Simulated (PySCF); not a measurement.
A structure optimised at PBE-D3(BJ)/def2-TZVPD, used in a PySCF frequency run:

```
I
K 1 3.0796
```

**Question.** Write its SMILES, formula and point group.

**Answer.** [K][I], IK, C∞v

**Question.** What are its rotational constants (standard atomic weights)?

**Answer.** 1.7828 GHz (linear rotor, B only)
